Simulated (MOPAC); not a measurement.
Input for MOPAC: AM1 on C3H8O2 (SMILES COCOC), a point of a torsion scan.

```
AM1 1SCF PRECISE CHARGE=0 THREADS=1
C3H8O2

C      2.06363562 1     0.40034181 1    -0.10565595 1
O      1.38141958 1    -0.64977109 1     0.55388741 1
C      0.03584199 1    -0.41420467 1     0.73568434 1
O     -0.61717317 1    -0.23478588 1    -0.49638255 1
C     -2.00648737 1    -0.09767819 1    -0.36349840 1
H      1.97196355 1     1.33580187 1     0.45901137 1
H      1.67225817 1     0.54796847 1    -1.11428627 1
H      3.10717223 1     0.09814145 1    -0.15156904 1
H     -0.36240022 1    -1.29560759 1     1.26298531 1
H     -0.13228290 1     0.48840380 1     1.36739287 1
H     -2.26145745 1     0.77011334 1     0.25827983 1
H     -2.45362466 1    -0.99394298 1     0.08330789 1
H     -2.39890046 1     0.04499553 1    -1.36775247 1
```

Program output:

```
*******************************************************************************
 **                                                                           **
 **                              MOPAC v23.2.5                                **
 **                                                                           **
 *******************************************************************************
 ** MOPAC's Digital Object Identifier: https://doi.org/10.5281/zenodo.6511958 **
 **                                                                           **
 ** Please cite the open-source release paper for use of this MOPAC version:  **
 ** J. E. Moussa and J. J. P. Stewart (2026)                                  **
 ** MOPAC: An open-source semiempirical molecular orbital program             **
 ** J. Open Source Softw., 11(119), 8025, https://doi.org/10.21105/joss.08025 **
 *******************************************************************************

                              AM1 CALCULATION RESULTS

 *******************************************************************************
 *  AM1        - The AM1 Hamiltonian to be used
 *
 *
 *
 *                 CHARGE ON SYSTEM = 0
 *
 *
 *
 *  PRECISE    - TIGHTER CRITERIA TO BE USED
 *  1SCF       - DO 1 SCF AND THEN STOP
 *  THREADS=1  - MULTI-THREADING NOT USED
 *  T=         - A TIME OF 172800.0 SECONDS REQUESTED
 *  DUMP=N     - RESTART FILE WRITTEN EVERY 7200.0 SECONDS REQUESTED
 *******************************************************************************
AM1 1SCF PRECISE CHARGE=0 THREADS=1
 C3H8O2

   ATOM   CHEMICAL          X               Y               Z
  NUMBER   SYMBOL      (ANGSTROMS)     (ANGSTROMS)     (ANGSTROMS)

     1       C          2.06363562  *   0.40034181  *  -0.10565595  *
     2       O          1.38141958  *  -0.64977109  *   0.55388741  *
     3       C          0.03584199  *  -0.41420467  *   0.73568434  *
     4       O         -0.61717317  *  -0.23478588  *  -0.49638255  *
     5       C         -2.00648737  *  -0.09767819  *  -0.36349840  *
     6       H          1.97196355  *   1.33580187  *   0.45901137  *
     7       H          1.67225817  *   0.54796847  *  -1.11428627  *
     8       H          3.10717223  *   0.09814145  *  -0.15156904  *
     9       H         -0.36240022  *  -1.29560759  *   1.26298531  *
    10       H         -0.13228290  *   0.48840380  *   1.36739287  *
    11       H         -2.26145745  *   0.77011334  *   0.25827983  *
    12       H         -2.45362466  *  -0.99394298  *   0.08330789  *
    13       H         -2.39890046  *   0.04499553  *  -1.36775247  *



          CARTESIAN COORDINATES

    NO.       ATOM           X           Y           Z

     1         C          2.0636      0.4003     -0.1057
     2         O          1.3814     -0.6498      0.5539
     3         C          0.0358     -0.4142      0.7357
     4         O         -0.6172     -0.2348     -0.4964
     5         C         -2.0065     -0.0977     -0.3635
     6         H          1.9720      1.3358      0.4590
     7         H          1.6723      0.5480     -1.1143
     8         H          3.1072      0.0981     -0.1516
     9         H         -0.3624     -1.2956      1.2630
    10         H         -0.1323      0.4884      1.3674
    11         H         -2.2615      0.7701      0.2583
    12         H         -2.4536     -0.9939      0.0833
    13         H         -2.3989      0.0450     -1.3678

  H: (AM1): M.J.S. DEWAR ET AL, J. AM. CHEM. SOC. 107 3902-3909 (1985)
  C: (AM1): M.J.S. DEWAR ET AL, J. AM. CHEM. SOC. 107 3902-3909 (1985)
  O: (AM1): M.J.S. DEWAR ET AL, J. AM. CHEM. SOC. 107 3902-3909 (1985)

           Empirical Formula: C3 H8 O2  =    13 atoms



      MOLECULAR POINT GROUP   :   C1


      RHF CALCULATION, NO. OF DOUBLY OCCUPIED LEVELS = 16


 -------------------------------------------------------------------------------
 AM1 1SCF PRECISE CHARGE=0 THREADS=1
 C3H8O2



     1SCF WAS SPECIFIED, SO BFGS WAS NOT USED
     SCF FIELD WAS ACHIEVED


                              AM1 CALCULATION
                                                       MOPAC v23.2.5 Linux




          FINAL HEAT OF FORMATION =        -95.10207 KCAL/MOL =    -397.90706 KJ/MOL


          COSMO AREA              =        119.15 SQUARE ANGSTROMS
          COSMO VOLUME            =        102.83 CUBIC ANGSTROMS

          IONIZATION POTENTIAL    =         10.543862 EV
          HOMO LUMO ENERGIES (EV) =        -10.544  2.712
          NO. OF FILLED LEVELS    =         16
          MOLECULAR WEIGHT        =         76.0950         POINT GROUP:  C1

          MOLECULAR DIMENSIONS (Angstroms)

            Atom       Atom       Distance
            H    12    H     8     5.67188
            H    13    H     9     3.19529
            H    10    O     2     1.59688


          SCF CALCULATIONS        =          1





   ATOM   CHEMICAL          X               Y               Z
  NUMBER   SYMBOL      (ANGSTROMS)     (ANGSTROMS)     (ANGSTROMS)

     1       C          2.06363562  *   0.40034181  *  -0.10565595  *
     2       O          1.38141958  *  -0.64977109  *   0.55388741  *
     3       C          0.03584199  *  -0.41420467  *   0.73568434  *
     4       O         -0.61717317  *  -0.23478588  *  -0.49638255  *
     5       C         -2.00648737  *  -0.09767819  *  -0.36349840  *
     6       H          1.97196355  *   1.33580187  *   0.45901137  *
     7       H          1.67225817  *   0.54796847  *  -1.11428627  *
     8       H          3.10717223  *   0.09814145  *  -0.15156904  *
     9       H         -0.36240022  *  -1.29560759  *   1.26298531  *
    10       H         -0.13228290  *   0.48840380  *   1.36739287  *
    11       H         -2.26145745  *   0.77011334  *   0.25827983  *
    12       H         -2.45362466  *  -0.99394298  *   0.08330789  *
    13       H         -2.39890046  *   0.04499553  *  -1.36775247  *

                             CARTESIAN COORDINATES

   1    C        2.063635620     0.400341810    -0.105655950
   2    O        1.381419580    -0.649771090     0.553887410
   3    C        0.035841990    -0.414204670     0.735684340
   4    O       -0.617173170    -0.234785880    -0.496382550
   5    C       -2.006487370    -0.097678190    -0.363498400
   6    H        1.971963550     1.335801870     0.459011370
   7    H        1.672258170     0.547968470    -1.114286270
   8    H        3.107172230     0.098141450    -0.151569040
   9    H       -0.362400220    -1.295607590     1.262985310
  10    H       -0.132282900     0.488403800     1.367392870
  11    H       -2.261457450     0.770113340     0.258279830
  12    H       -2.453624660    -0.993942980     0.083307890
  13    H       -2.398900460     0.044995530    -1.367752470


           Empirical Formula: C3 H8 O2  =    13 atoms



      MOLECULAR POINT GROUP   :   C1


                  EIGENVALUES
 -40.35604 -37.85858 -29.06542 -27.66477 -25.08153 -18.45831 -17.96736 -17.71016
 -15.58886 -15.13227 -14.68478 -13.09372 -12.68250 -12.47178 -11.02989 -10.54386
   2.71176   3.27160   3.93090   4.01833   4.17200   4.25650   4.42057   4.53064
   4.57386   4.84417   6.16151   6.34255


              NET ATOMIC CHARGES AND DIPOLE CONTRIBUTIONS

  ATOM NO.   TYPE          CHARGE      No. of ELECS.   s-Pop       p-Pop
    1          C          -0.067692        4.0677     1.22695     2.84074
    2          O          -0.254693        6.2547     1.87071     4.38398
    3          C           0.112097        3.8879     1.22783     2.66008
    4          O          -0.306300        6.3063     1.87042     4.43588
    5          C          -0.051358        4.0514     1.22270     2.82866
    6          H           0.054988        0.9450     0.94501
    7          H           0.077937        0.9221     0.92206
    8          H           0.094796        0.9052     0.90520
    9          H           0.088853        0.9111     0.91115
   10          H           0.042542        0.9575     0.95746
   11          H           0.052996        0.9470     0.94700
   12          H           0.056036        0.9440     0.94396
   13          H           0.099797        0.9002     0.90020
 DIPOLE           X         Y         Z       TOTAL
 POINT-CHG.    -0.945     0.911     0.459     1.390
 HYBRID        -0.329     0.292     0.203     0.484
 SUM           -1.273     1.202     0.662     1.872


          ATOMIC ORBITAL ELECTRON POPULATIONS

     Atom    s        px        py        pz
    1  C   1.22695   0.96774   0.89938   0.97362
    2  O   1.87071   1.17905   1.43291   1.77202
    3  C   1.22783   0.81835   0.98754   0.85419
    4  O   1.87042   1.19221   1.92908   1.31459
    5  C   1.22270   0.80940   0.99452   1.02474
    6  H   0.94501
    7  H   0.92206
    8  H   0.90520
    9  H   0.91115
   10  H   0.95746
   11  H   0.94700
   12  H   0.94396
   13  H   0.90020

 **********************
 *                    *
 * JOB ENDED NORMALLY *
 *                    *
 **********************




 == MOPAC DONE ==
```

The run finished.

Cost: about 0.03 core-seconds (a rough figure).
